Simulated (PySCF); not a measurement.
Vertical excitations of a molecule C3H7BFN from PySCF with TDA-PBE0/def2-SVPD, as energy in eV (oscillator strength): 6.36 (0.331), 6.60 (0.001), 6.80 (0.000), 7.35 (0.310), 7.40 (0.011), 7.63 (0.004), 7.81 (0.044), 7.90 (0.000), 8.41 (0.016), 8.46 (0.010). Lowest triplet (TDA): 3.85 eV. Geometry: ωB97X-D3(BJ)/def2-SVP. A frequency run showed that this geometry is not a minimum. The values are those of a single conformer.

Pick the molecule that these values belong to.
A) NB1CC(F)C1
B) C/C=C/B(N)F
C) C=CCB(N)F
D) NB(F)C1CC1

B, C/C=C/B(N)F
